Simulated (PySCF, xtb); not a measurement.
ClSn, SMILES [Cl][Sn] (connectivity only; charge and spin as stated), neutral, multiplicity 2.

Harmonic wavenumbers (cm⁻¹) from GFN2-xTB run with xtb 6.7.1 at its own minimum, in rising order: 331.

What does B3LYP-D3(BJ)/def2-TZVP (PySCF) give at its own minimum? (An estimate is asked for; the answer gives what the named calculation found.)

335. Paired by order, the mean absolute difference is 3 cm⁻¹ and the zero-point energies are 0.5 and 0.5 kcal/mol.
